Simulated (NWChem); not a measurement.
System: C2H6OSi2; SMILES O=C1C[SiH2][SiH2]1

The following NWChem deck was run.

```
start job
memory heap 200 mb stack 900 mb global 1100 mb
geometry units angstroms noautoz
  O      0.506102    -2.203810     0.525707
  C      0.298792    -1.117170     0.061793
  C      1.359006    -0.094252    -0.346817
  Si     0.408860     1.496607     0.168543
  Si    -1.353679    -0.032126    -0.075346
  H      2.366074    -0.326534     0.032884
  H      1.396105    -0.076610    -1.453626
  H      0.578617     2.650348    -0.760991
  H      0.691550     1.906417     1.575546
  H     -1.920118    -0.069154    -1.460007
  H     -2.428504    -0.267407     0.931820
end
basis spherical
  * library def2-svp
end
dft
  xc hfexch
  iterations 150
  mulliken
end
task dft energy
```

All runs use the structure optimised with PBE0/def2-SVP.

**Question.** Give the results of this calculation. (Hartree-Fock/def2-SVP.) Quantities: energy (Ha); highest occupied level (eV); orbital gap (eV); dipole (D).

**Answer.** 
* **energy (Ha)**: -731.61
* **highest occupied level (eV)**: -9.80
* **orbital gap (eV)**: 12.19
* **dipole (D)**: 3.15
